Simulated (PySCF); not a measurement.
cyclobutylmethylsilane (C5H12Si), SMILES C1(CCC1)C[SiH3].

Geometry: r2SCAN-D4/def2-SVP. Other conformers were not sampled.

Method: r2SCAN-D4/def2-SVP in PySCF.

Frequencies are harmonic and unscaled.

Computed harmonic wavenumbers and intensities:
```csv
mode,ν (cm⁻¹),IR (km/mol),moving atoms (share of kinetic energy)
1,80,0.2,"C 43 %, H 41 %, Si 15 %"
2,124,0.1,"H 62 %, C 33 %"
3,138,0.1,"H 52 %, C 30 %, Si 18 %"
4,186,0.2,"H 53 %, C 43 %"
5,321,1.2,"C 52 %, H 28 %, Si 20 %"
6,394,0.7,"H 52 %, C 45 %"
7,506,6.3,H 91 %
8,547,12.8,"H 61 %, C 30 %, Si 9 %"
9,648,4.8,"H 59 %, C 35 %"
10,736,18.5,"C 44 %, H 42 %, Si 14 %"
11,771,2.5,"H 57 %, C 40 %"
12,788,5.2,"H 77 %, C 21 %"
13,824,38.2,"H 65 %, C 30 %"
14,900,3.5,"C 55 %, H 45 %"
15,919,233.1,"H 90 %, Si 10 %"
16,940,8.9,"H 50 %, C 49 %"
17,945,28.1,H 94 %
18,949,40.9,H 97 %
19,952,3.1,"H 68 %, C 32 %"
20,981,1.7,"C 58 %, H 42 %"
21,1017,4.8,"H 64 %, C 35 %"
22,1063,5.4,"H 61 %, C 38 %"
23,1122,3.6,"C 60 %, H 40 %"
24,1175,5.5,"H 65 %, C 34 %"
25,1187,1.3,"H 57 %, C 43 %"
26,1213,5.3,"H 64 %, C 36 %"
27,1238,0.0,"H 72 %, C 28 %"
28,1249,0.6,"H 77 %, C 23 %"
29,1251,1.1,"H 79 %, C 21 %"
30,1267,3.1,"H 65 %, C 35 %"
31,1285,0.3,"H 66 %, C 34 %"
32,1364,11.2,"H 65 %, C 35 %"
33,1417,6.2,"H 90 %, C 10 %"
34,1442,1.3,"H 91 %, C 9 %"
35,1452,5.1,H 93 %
36,1480,2.0,"H 85 %, C 15 %"
37,2212,86.1,H 98 %
38,2217,107.1,H 97 %
39,2218,131.4,H 96 %
40,3014,9.7,H 94 %
41,3024,11.6,H 92 %
42,3036,52.0,H 95 %
43,3041,21.6,H 95 %
44,3054,39.0,H 94 %
45,3074,11.7,"H 91 %, C 9 %"
46,3104,15.3,"H 90 %, C 10 %"
47,3108,21.2,"H 90 %, C 10 %"
48,3124,46.8,"H 90 %, C 10 %"
```
